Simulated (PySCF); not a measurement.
3'-aminoacetophenone, C$_{8}$H$_{9}$NO

Geometry (Å), atoms numbered from 1 in this order:
```xyz
19

C     3.1444   -0.2669   -0.1225
C     1.8685   -0.6945    0.5598
O     1.8939   -1.4603    1.4990
C     0.5690   -0.1506    0.0483
C     0.4925    0.7217   -1.0448
C    -0.7577    1.1760   -1.4594
C    -1.9161    0.7766   -0.8035
C    -1.8548   -0.0984    0.2979
N    -2.9946   -0.4606    0.9794
C    -0.5940   -0.5527    0.7071
H     3.2616    0.8270   -0.0853
H     3.9923   -0.7454    0.3815
H     3.1358   -0.5578   -1.1843
H     1.3909    1.0452   -1.5718
H    -0.8347    1.8552   -2.3120
H    -2.8883    1.1470   -1.1406
H    -3.8746   -0.3685    0.4913
H    -2.9342   -1.2789    1.5695
H    -0.4870   -1.2339    1.5549
```

Level of theory: quadratic response CAM-B3LYP/aug-cc-pVDZ first hyperpolarisability, Taylor convention, gas phase in PySCF 2.14.0. Geometry: PBE0-D3(BJ)/def2-SVP.

Give the tensor of the second harmonic β(−2ω;ω,ω) at 1064 nm in the axes of these coordinates.

In au, Taylor convention; rows are the first index (the induced dipole):
|  | xx | yy | zz | xy | xz | yz |
| --- | --- | --- | --- | --- | --- | --- |
| x | -470.5 | -62.0 | -96.1 | +43.7 | +20.9 | +98.2 |
| y | +46.7 | -63.2 | -10.8 | -80.2 | +122.6 | +5.7 |
| z | +16.0 | +5.4 | +113.4 | +123.8 | -125.9 | -4.2 |

Norm of βᵢ = ⅓ Σⱼ (βᵢⱼⱼ + βⱼᵢⱼ + βⱼⱼᵢ): 675.3 au, hyper-Rayleigh value 264.2 au.
